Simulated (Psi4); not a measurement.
C₃H₇NO (SMILES CN(C)C=O), singlet, geometry from GFN2-xTB. Base run: PBE0/3-21G (Psi4 1.11).

The Psi4 input:
```
memory 2 GB

molecule mol {
0 1
  C     1.706220   -0.155114    0.362345
  N     0.295192   -0.138395    0.088321
  C    -0.407191   -1.389949    0.241388
  C    -0.368241    0.965255   -0.292289
  O    -1.550538    1.024631   -0.532317
  H     2.125077    0.838410    0.214274
  H     1.889915   -0.466014    1.394674
  H     2.215319   -0.856477   -0.304749
  H    -1.454281   -1.215740    0.000866
  H     0.002693   -2.143255   -0.435192
  H    -0.323563   -1.751770    1.268680
  H     0.298071    1.845407   -0.366930
}

set basis 3-21g
set reference rks

energy('pbe0')
print_variables()
```

Variants of this job, named by their change:

| change | ΔE vs base (µEh) | SCF cycles | grid points | basis functions |
|---|---|---|---|---|
| base | 0.0 | 9 | 253861 | 59 |
| dft_radial_scheme = multiexp | 0.0 | 9 | 269082 | 59 |
| scf_type = out_of_core | 97.3 | 9 | 253861 | 59 |
| damping_percentage = 50 | -0.1 | 54 | 253861 | 59 |
| cholesky_tolerance = 1e-6 (with scf_type cd) | 97.4 | 9 | 253861 | 59 |
| dft_radial_points = 99 | 0.1 | 9 | 333771 | 59 |
| scf_type = cd | 61.8 | 9 | 253861 | 59 |
| guess = huckel | 0.0 | 10 | 253861 | 59 |
| basis_guess = true | 0.0 | 1 | 253861 | 59 |
| scf_type = dfdirj+cosx | -60.3 | 10 | 253861 | 59 |
| d_convergence = 1e-8 | 0.0 | 12 | 253861 | 59 |
| e_convergence = 1e-4 | 0.0 | 9 | 253861 | 59 |
| e_convergence = 1e-10 | 0.0 | 10 | 253861 | 59 |
